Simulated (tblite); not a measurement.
Compound: C5H9FO.
Numbering: `[F:1][CH2:2][C@H:3]1[CH2:4][CH2:5][CH2:6][O:7]1` (hydrogens: H8, H9 on C2; H10 on C3; H11, H12 on C4; H13, H14 on C5; H15, H16 on C6)

Computed with GFN2-xTB (tblite), gas phase: Langevin dynamics at 300 K from the optimised GFN2-xTB geometry, time step 0.5 fs, friction 0.01 fs⁻¹, 2000 steps.

Start geometry:
```
atom  x, y, z in Å
F1     -1.995    1.099   -0.359
C2     -1.972   -0.155    0.200
C3     -0.538   -0.677    0.352
C4      0.293   -0.513   -0.939
C5      1.581    0.148   -0.447
C6      1.078    0.892    0.788
O7      0.150    0.007    1.384
H8     -2.449   -0.075    1.180
H9     -2.553   -0.806   -0.462
H10    -0.616   -1.727    0.662
H11    -0.227    0.148   -1.632
H12     0.469   -1.468   -1.430
H13     2.310   -0.608   -0.152
H14     2.028    0.810   -1.184
H15     1.851    1.105    1.527
H16     0.582    1.829    0.499
```

The statistics below take the 31 frames saved every 25 fs from 250 to 1000 fs; their kinetic temperature (all 3N coordinates) averages 297 K.

**Question.** Give the mean, spread and extremes of the bond lengths.

**Answer.** 
```
  bond  start (Å)  mean (Å)  standard deviation (Å)  shortest (Å)  longest (Å)
 F1–C2      1.373     1.375                   0.035         1.308        1.434
 C2–C3      1.534     1.541                   0.038         1.440        1.603
 C3–C4      1.544     1.552                   0.031         1.494        1.618
 C4–C5      1.530     1.533                   0.034         1.446        1.613
 C5–C6      1.527     1.535                   0.029         1.466        1.596
 C6–O7      1.415     1.413                   0.025         1.362        1.463
 C3–O7      1.417     1.420                   0.020         1.381        1.472
 C2–H8      1.093     1.100                   0.034         1.034        1.165
 C2–H9      1.095     1.098                   0.027         1.035        1.156
C3–H10      1.098     1.105                   0.031         1.041        1.176
C4–H11      1.090     1.093                   0.038         1.023        1.163
C4–H12      1.088     1.093                   0.031         1.045        1.161
C5–H13      1.091     1.092                   0.023         1.040        1.147
C5–H14      1.087     1.092                   0.027         1.049        1.144
C6–H15      1.090     1.100                   0.034         1.043        1.158
C6–H16      1.099     1.099                   0.026         1.045        1.145
```

**Question.** Give the same statistics for bond angles, one of each kind among heavy atoms.

**Answer.** 
| angle | start (°) | mean (°) | standard deviation (°) | smallest (°) | largest (°) |
| --- | --- | --- | --- | --- | --- |
| F1–C2–C3 | 111.5 | 111.0 | 3.8 | 103.5 | 118.2 |
| C2–C3–C4 | 112.6 | 112.8 | 3.2 | 106.1 | 120.2 |
| C2–C3–O7 | 111.2 | 111.0 | 3.5 | 103.8 | 116.4 |
| C4–C3–O7 | 107.3 | 106.9 | 2.1 | 103.1 | 110.5 |
| C3–C4–C5 | 103.3 | 103.3 | 2.0 | 99.4 | 106.3 |
| C4–C5–C6 | 101.2 | 101.8 | 2.4 | 96.9 | 106.8 |
| C5–C6–O7 | 104.6 | 105.5 | 2.9 | 100.1 | 112.3 |
| C3–O7–C6 | 108.3 | 109.2 | 2.8 | 102.4 | 114.0 |

**Question.** Follow the torsion F1–C2–C3–C4 through every second one of these frames.

**Answer.** 
```csv
t (fs),F1–C2–C3–C4 (°)
250,-35
300,-49
350,-37
400,-27
450,-38
500,-43
550,-37
600,-59
650,-52
700,-49
750,-38
800,-33
850,-28
900,-44
950,-75
1000,-77
```

Largest departure from the start value over all these frames: F1–C2–C3–C4 33° (start -49°).

**Question.** How widely does the potential energy scatter, against a harmonic estimate?

**Answer.** Mean 0.55 eV above the start, standard deviation 0.077 eV, range 0.41 to 0.73 eV. For 42 classical harmonic modes at 300 K the canonical values are 42kT/2 = 0.54 eV and kT·√(42/2) = 0.118 eV.

The run is classical and short, so these are rough statistics of one trajectory.

The cost below is that of the whole dynamics run. On an Arm Neoverse V1 with one thread, shared host with 64 logical CPUs at a one-minute load of 20, this took 9.5 s of wall time and 0.18 GiB of memory at its peak.
